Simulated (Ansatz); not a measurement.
Task: Name a neutral molecule of B, C, F, O, S and H with HOMO–LUMO gap (ωB97M-V/def2-TZVPP) between 11.55 and 11.85 eV and zero-point energy (PBE0-D4/def2-TZVP) between 139 and 155 kJ/mol (Ansatz, PBE0-D4/def2-TZVP geometry).

Result: `FBOCS` (11.62 eV, 153.4 kJ/mol). Other molecules can fit too; these were computed, each in one conformer that needn't be the lowest.
